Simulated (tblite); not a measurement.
Compound: C5H6F3P.
Numbering: `[CH2:1]=[CH:2][CH2:3][PH:4][C:5]([F:6])=[C:7]([F:8])[F:9]` (hydrogens: H10, H11 on C1; H12 on C2; H13, H14 on C3; H15 on P4)

Cartesian coordinates in Å at the GFN2-xTB level; atoms count from 1:
```xyz
15
C5H6F3P angstrom
C      2.830    0.531    0.479
C      2.070   -0.295   -0.216
C      0.657   -0.005   -0.597
P     -0.491   -1.201    0.278
C     -2.050   -0.366   -0.206
F     -2.289   -0.370   -1.533
C     -2.982    0.119    0.607
F     -4.147    0.644    0.259
F     -2.826    0.158    1.927
H      2.469    1.490    0.813
H      3.847    0.289    0.733
H      2.451   -1.255   -0.539
H      0.384    1.024   -0.351
H      0.514   -0.169   -1.670
H     -0.441   -0.583    1.530
```

Computed with GFN2-xTB (tblite): harmonic, unscaled wavenumbers at the GFN2-xTB geometry, gas phase. This tight-binding method is rough: wavenumbers can miss measured ones by several per cent, in bad cases by 10 to 20. Modes of hydrogen on phosphorus can be 10 to 20 % off. One conformer, not necessarily the lowest.

Harmonic wavenumbers (cm⁻¹): 27.0, 47.7, 72.3, 92.2, 149.4, 172.9, 229.0, 265.0, 363.5, 412.9, 431.3, 449.6, 464.4, 587.9, 636.9, 717.8, 760.7, 869.0, 891.3, 911.7, 956.1, 1000.5, 1015.8, 1065.3, 1135.9, 1162.2, 1186.9, 1193.3, 1286.1, 1403.0, 1426.3, 1708.7, 1724.8, 2298.6, 2935.4, 2955.0, 3059.3, 3098.6, 3133.1.

A = 2646, B = 644.4, C = 584.8 MHz; mass 154.016 u (most abundant isotopes); point group C1, symmetry number 1.

Problem. What is the zero-point energy?

Solution. Half the sum of the wavenumbers: 21149 cm⁻¹ = 252.99 kJ/mol.

Problem. What is S at 273.15 K and 1 bar for an ideal gas of classical rigid rotors and harmonic oscillators?

Solution. Translation 169.86, rotation 125.08, vibration 132.13: S = 427.1 J/(mol K).

Problem. And Cp and H(273.15 K) − H(0)?

Solution. Cp = 150.65 J/(mol K), of which vibrations give 117.39 (their classical limit is 39 R = 324.3); H(273.15 K) − H(0) = 26.66 kJ/mol without the zero-point energy, 17.58 from vibrations.

Problem. What must be added to the electronic energy to get the Gibbs energy at 273.15 K and 1 bar?

Solution. ZPE + [H(273.15 K) − H(0)] − T·S = 252.99 + 26.66 − 116.65 = 163.00 kJ/mol.

Problem. Blend soft modes into free rotors: weight 1/[1 + (100 cm⁻¹/ν̃)⁴] for the oscillator and the rest for a rotor with moment μB/(μ + B), μ = h/(8π²ν), B = 10⁻⁴⁴ kg m². What vibrational entropy results?

Solution. 115.58 J/(mol K) in place of 132.13, which changes −T·S at 273.15 K by +4.52 kJ/mol.

Problem. How do the functions run with temperature in this model?

Solution. 
```
T (K)  S (J/(mol K))  Cp (J/(mol K))  H − H(0) (kJ/mol)  G − H(0) (kJ/mol)  ln q(vib)
  100          313.3            85.4               6.12             -25.21       2.86
  200          384.5           123.9              16.61             -60.28       6.02
  300          441.6           160.1              30.83            -101.66       8.91
  500          537.9           217.7              69.01            -199.93      14.20
  800          652.4           268.3             142.70            -379.22      21.24
 1000          714.6           289.1             198.56            -516.08      25.41
```

q(vib) and H(0) count from the zero-point level.

Hindered rotation and anharmonicity are outside this model. Other conformers, if any are populated, would add a mixing term that is left out. The structure is chiral; the term R ln 2 for an equal mix with its mirror image is left out.
